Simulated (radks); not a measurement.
Task: The lutetium ion Lu13+, configuration [Kr] 4d10 4f(5/2: 5, 7/2: 5) 5s2. Calculated with a radial shooting solver on a logarithmic mesh with Libxc functionals: Dirac Kohn-Sham, relativistic LDA (MacDonald-Vosko exchange, VWN5 correlation), spin-unpolarised, spherical densities, finite nucleus; Fermi nuclear charge, rms radius 5.37 fm. Some entries of the table are withheld. Estimate them.

orbital  occ.  eigenvalue (eV)  r(max) (bohr)  <r^2> (bohr^2)
1s1/2       2        -62991.76        0.01219       0.0005166
2s1/2       2        -10958.76            (1)        0.007919
2p1/2       2        -10484.36        0.05209             (2)
2p3/2       4        -9380.482        0.05860             (3)
3s1/2       2        -2697.112         0.1967         0.05192
3p1/2       2        -2484.941         0.1843         0.04776
3p3/2       4        -2249.207         0.1978         0.05444
3d3/2       4        -1885.638         0.1553             (4)
3d5/2       6        -1833.882         0.1590             (5)
4s1/2       2        -749.8450         0.4462          0.2550
4p1/2       2        -662.7086         0.4464          0.2630
4p3/2       4        -607.4117         0.4745          0.2972
4d3/2       4        -462.6060            (6)          0.3208
4d5/2       6        -452.1779            (7)          0.3329
5s1/2       2        -287.3940         0.9621           1.130
4f5/2       5        -270.3478            (8)             (9)
4f7/2       5        -268.3480           (10)            (11)

Result: 
(1) 2s1/2 r(max) (bohr): 0.06978
(2) 2p1/2 <r^2> (bohr^2): 0.005677
(3) 2p3/2 <r^2> (bohr^2): 0.006883
(4) 3d3/2 <r^2> (bohr^2): 0.04245
(5) 3d5/2 <r^2> (bohr^2): 0.04429
(6) 4d3/2 r(max) (bohr): 0.4717
(7) 4d5/2 r(max) (bohr): 0.4805
(8) 4f5/2 r(max) (bohr): 0.4448
(9) 4f5/2 <r^2> (bohr^2): 0.4037
(10) 4f7/2 r(max) (bohr): 0.4489
(11) 4f7/2 <r^2> (bohr^2): 0.4109
